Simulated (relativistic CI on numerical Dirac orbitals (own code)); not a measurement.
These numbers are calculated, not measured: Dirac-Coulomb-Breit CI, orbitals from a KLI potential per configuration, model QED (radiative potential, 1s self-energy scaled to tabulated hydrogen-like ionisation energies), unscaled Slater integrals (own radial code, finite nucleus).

The strongest absorption lines from the ground level of an ion, among the configurations computed and to levels below about 1180 eV (vacuum wavelength in Å, gf): 11.377 (0.057), 11.943 (0.12), 11.988 (0.22), 12.047 (0.036), 12.286 (1.3), 13.042 (0.059), 90.372 (0.037), 128.28 (0.088).

Task: Which ion is it?
A. Zn24+
B. Fe20+
C. Ti16+
D. Cr18+

Result: B. Fe20+ has 6 electrons and the ground level 2s²2p² ³P0; the strongest line goes to 2s²2p3d ³D°1. The pattern of lines fixes the number of electrons, and along that sequence the line energies rise steadily with the charge (about as its square where n changes within one kind of shell, about linearly where n is kept but much faster in heavy ions where fine structure, which grows about as Z⁴, sets the gap, and irregularly where shells cross), which fixes Z. Configurations outside the model, such as inner-shell arrays, can give stronger lines. At this charge energies of transitions that change n are usually good to better than 1 %, and those within a shell (Δn = 0) to a few per cent.

LS names give the leading component of a level, which can be under half, so a name can repeat, a term be missing and a line seem to break the LS rules.
